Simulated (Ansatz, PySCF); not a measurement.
This Ansatz (a first-principles code) input computes a r2SCAN/def2-TZVPD energy:

Ansatz 0.2 input:
```yaml
crystal:
  periodic: [false, false, false]
  atoms:
    - {symbol: B, position_ang: [-0.12939438, -0.05520889, 0.01380780]}
    - {symbol: F, position_ang: [-0.09531372, 1.35103738, -0.02672089]}
    - {symbol: O, position_ang: [-1.18166930, -0.77849732, 0.13336865]}
    - {symbol: O, position_ang: [1.22654528, -0.52198366, -0.10317614]}
    - {symbol: H, position_ang: [1.14578751, -1.47944414, -0.07009104]}
basis:
  gaussian:
    orbitals: def2-TZVPD
hamiltonian:
  xc: {name: r2SCAN}
total_charge: -1
output: {forces: true}
```

Question: Write an input for the same energy in PySCF and say what it gives.

Answer: 
```python
from pyscf import gto, scf, dft

mol = gto.M(
    atom='''
    B    -0.12939438   -0.05520889    0.01380780
    F    -0.09531372    1.35103738   -0.02672089
    O    -1.18166930   -0.77849732    0.13336865
    O     1.22654528   -0.52198366   -0.10317614
    H     1.14578751   -1.47944414   -0.07009104
    ''',
    basis='def2-tzvpd',
    charge=-1,
    spin=0,
    verbose=4,
)

mf = dft.RKS(mol, xc='r2scan').density_fit(auxbasis='def2-universal-jkfit')
mf.grids.level = 4
mf.conv_tol = 1e-9
mf.max_cycle = 100
mf.max_memory = 1500
mf.kernel()
if not mf.converged:
    mf = mf.newton()
    mf.kernel(mf.make_rdm1())
mf.analyze()
```
It gives -275.93961 Eh, and Ansatz -275.93954 Eh, a difference of 0.07 mEh, from the treatment of integrals and grids.

It need not be the lowest isomer of its formula. Whether it binds its extra electron was not tested at this geometry.
